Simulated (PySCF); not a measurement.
## Ionisation energy along the 17-electron series

Calculated with PySCF 2.14 and a two-component X2C-1e Hamiltonian (Gaussian nucleus, no Breit or QED terms), each ion in its own even-tempered basis scaled to its charge; GMP2 freezes 1s2 and drops the highest virtual spinors. Values in eV. NIST values: (m) measured, (s) semi-empirical, (t) theoretical.

```tsv
ion	configuration	GHF (spin-free)	GMP2 (spin-free)	GHF (screened spin-orbit)	GMP2 (screened spin-orbit)	NIST
Hf⁵⁵⁺	[Ne] 3s2 3p5	5558.8	5559.9	5470.6	5471.7	5468 ± 5 (t)
Ta⁵⁶⁺	[Ne] 3s2 3p5	5752.8	5754.0	5658.8	5660.0	5655 ± 5 (t)
W⁵⁷⁺	[Ne] 3s2 3p5	5950.7	5951.8	5850.5	5851.6	5840 ± 5 (s)
```

Between Z = 72 and Z = 74 the GMP2 (screened spin-orbit) value grows as Z to the power 2.45.
